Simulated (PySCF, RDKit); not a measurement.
Complex: CHN (SMILES C#N) (first 3 atoms) with H4OSi (SMILES O[SiH3]); geometry from B3LYP-D3(BJ)/def2-TZVP, rigid monomers moved along the line of their centres of mass till H3···O4 is 2.33 Å.
(charge 0, multiplicity 1):
```xyz
9

C     -1.242     1.041     0.180
N     -1.988     1.382    -0.622
H     -0.541     0.722     0.932
O      0.892    -0.017     2.614
Si     0.453    -0.942     3.928
H      1.811     0.250     2.531
H      1.197    -2.223     3.943
H     -0.992    -1.180     3.756
H      0.717    -0.219     5.193
```

Monomers are frozen at their geometry in the pair; levels with a basis set take the counterpoise correction. Rows marked so take none. RDKit's UFF carries no charges.

Rows in 3-21G, STO-3G carry no dispersion term and start afresh at each structure.

Run with PySCF for 3-21G rows, STO-3G rows; RDKit for the force fields. Each number belongs to the level named beside it.

Problem. One of these levels gives 38.3 meV for the interaction energy. Which?
(A) HF/STO-3G (no counterpoise)
(B) B3LYP/3-21G (no counterpoise)
(C) UFF
(D) MMFF94

Solution. C, UFF. The others give -111.3 (MMFF94), -175.5 (HF/STO-3G (no counterpoise)), -383.2 (B3LYP/3-21G (no counterpoise))
